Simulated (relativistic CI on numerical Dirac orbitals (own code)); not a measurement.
Yb⁵¹⁺: q coefficients and field-shift factors

These numbers are calculated, not measured: Dirac-Coulomb-Breit CI, orbitals from a KLI potential per configuration, derivatives by finite differences, unscaled Slater integrals, QED left out (own radial code, finite nucleus).

Configurations in the expansion (outside the closed core [Ne]): 3s2.3p6.3d, 3s2.3p5.3d2, 3s.3p6.3d2, 3s2.3p6.4s, 3s2.3p6.4p, 3p6.3d3, 3p5.3d4. Double excitations out of closed p, d and f shells are left out; levels of such configurations are missing from the list, as are those of other unlisted configurations, and high levels can miss mixing partners.

With x = (α/α₀)² − 1 an excitation energy changes as ω = ω₀ + qx; K = 2q/ω₀ is the relative enhancement. Terms are leading LS components, so labels can repeat. The field-shift factor is F = δν/δ⟨r²⟩ for the transition from the lowest level.

Lowest level 3s2.3p6.3d 2D_3/2.

```tsv
Level	ω₀ (cm⁻¹)	q (cm⁻¹)	K	F (GHz/fm²)
3s2.3p6.3d 2D_5/2	478844	485000	2.03	9.5
3s2.3p5.3d2 4D°_3/2	1896931	109300	0.115	15
3s2.3p5.3d2 4D°_1/2	1905025	137700	0.145	15.3
3s2.3p5.3d2 4F°_5/2	1950221	111500	0.114	15.3
3s2.3p5.3d2 2G°_7/2	1972613	98100	0.0995	15.1
3s2.3p5.3d2 2P°_3/2	2138113	138300	0.129	15.8
3s2.3p5.3d2 4D°_5/2	2333112	583000	0.5	24.2
3s2.3p5.3d2 4G°_9/2	2369502	575100	0.485	24.5
3s2.3p5.3d2 4F°_7/2	2389947	589900	0.494	24.8
3s2.3p5.3d2 4D°_3/2	2419643	594000	0.491	24.1
3s2.3p5.3d2 4P°_5/2	2435805	588500	0.483	24.6
3s2.3p5.3d2 2H°_11/2	2451438	580000	0.473	25.1
3s2.3p5.3d2 2G°_7/2	2462618	581500	0.472	24.7
3s2.3p5.3d2 4P°_1/2	2512064	591700	0.471	24.2
3s2.3p5.3d2 2F°_7/2	2544249	590700	0.464	25.3
3s2.3p5.3d2 4D°_5/2	2559868	589700	0.461	25.3
3s2.3p5.3d2 2G°_9/2	2583248	593300	0.459	25.5
3s2.3p5.3d2 4S°_3/2	2583761	597500	0.462	25.2
3s2.3p5.3d2 2D°_3/2	2719678	634000	0.466	16.9
3s2.3p5.3d2 2F°_5/2	2786278	611600	0.439	23.1
3s2.3p5.3d2 2P°_1/2	2836866	614700	0.433	20.7
3s2.3p5.3d2 4G°_11/2	2854354	1.038e+06	0.728	34
3s2.3p5.3d2 2D°_5/2	2908066	1.059e+06	0.728	33.8
```

At this charge energies of transitions that change n are usually good to better than 1 %, and those within a shell (Δn = 0) to a few per cent.
